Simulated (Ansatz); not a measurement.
F3GeI, singlet, geometry from GFN2-xTB (core potentials on I); PBE/def2-SVP (Ansatz, a first-principles code).

The Ansatz input:
Ansatz 0.2 input:
```yaml
crystal:
  periodic: [false, false, false]
  atoms:
    - {symbol: F, position_ang: [-1.70724434, -1.31595218, -0.80344057]}
    - {symbol: Ge, position_ang: [-0.99019274, -0.02470371, 0.05491638]}
    - {symbol: F, position_ang: [-1.76069679, 1.37112394, -0.55847658]}
    - {symbol: F, position_ang: [-1.59986531, -0.18160537, 1.64297919]}
    - {symbol: I, position_ang: [1.45842312, 0.03638531, -0.08088458]}
basis:
  gaussian:
    orbitals: def2-SVP
hamiltonian:
  xc: pbe
```

The log (banner, timings and long lists left out):

```
Functional definition: PBE
1111 factors; their error is unknown
mean field evaluation 1: about -72738.4617 eV, gradient 5.8e1 eV
mean field evaluation 2: about -72712.4942 eV, gradient 1.4e2 eV
mean field evaluation 4: about -72743.5037 eV, gradient 4.8e0 eV
mean field evaluation 8: about -72743.4934 eV, gradient 6.6e-2 eV
mean field evaluation 16: about -72743.4934 eV, gradient 3.4e-5 eV
mean field -72743.49343915 eV, -2673.2740765780 hartree, gradient 3.4e-5 eV, S^2 0.000000; 0 other end points of the search recorded, 0 dependent functions left out
reference -72743.49346773 eV, -2673.2740776282 hartree; 42, 42 occupied and 58, 58 virtual orbitals, 1111 factors
Total energy: -72743.49346773 eV, -2673.2740776282 hartree
```
